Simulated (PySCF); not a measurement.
BrClFIn. Atoms are numbered in the order given.

```xyz
4

In     0.2794     0.4454     0.0000
F      2.1593     0.9360     0.0000
Cl    -1.2625     2.1752     0.0000
Br    -0.3332    -1.9207     0.0000
```
Charge 0, spin multiplicity 1.

The structure is a stationary point at PBE0-D3(BJ)/def2-SVP. The def2 effective core potentials stand for the cores of In; spin–orbit coupling is left out.

Computed with PySCF 2.14.0 with TDA-CAM-B3LYP/def2-SVPD.

Vertical excitations. The molecule is in vacuum. State labels are in the subgroup Cs.

| state | symmetry | energy (eV) | λ (nm) | f | main pairs |
|---|---|---|---|---|---|
| S1 | A' | 4.73 | 262 | 0.019 | HOMO→LUMO 97 % |
| S2 | A" | 4.81 | 258 | 0.006 | HOMO−1→LUMO 98 % |
| S3 | A' | 5.27 | 235 | 0.035 | HOMO−2→LUMO 93 % |
| S4 | A" | 5.42 | 229 | 0.017 | HOMO−3→LUMO 97 % |
| S5 | A' | 6.12 | 203 | 0.091 | HOMO−4→LUMO 57 %, HOMO−1→LUMO+1 31 % |
| S6 | A" | 6.20 | 200 | 0.000 | HOMO→LUMO+1 99 % |
| S7 | A' | 6.63 | 187 | 0.063 | HOMO−1→LUMO+1 41 %, HOMO−7→LUMO 34 %, HOMO−5→LUMO 16 % |
| S8 | A" | 6.65 | 187 | 0.000 | HOMO−2→LUMO+1 95 % |
| S9 | A" | 6.69 | 185 | 0.025 | HOMO−6→LUMO 92 % |
| S10 | A' | 6.96 | 178 | 0.003 | HOMO−3→LUMO+1 61 %, HOMO−7→LUMO 22 %, HOMO−5→LUMO 12 % |
| T1 | A' | 4.30 | 289 | 0 | HOMO→LUMO 96 % |
| T2 | A" | 4.42 | 280 | 0 | HOMO−1→LUMO 96 % |
| T3 | A' | 4.75 | 261 | 0 | HOMO−2→LUMO 94 % |
| T4 | A" | 5.00 | 248 | 0 | HOMO−3→LUMO 95 % |
Triplets are in the Tamm–Dancoff approximation.
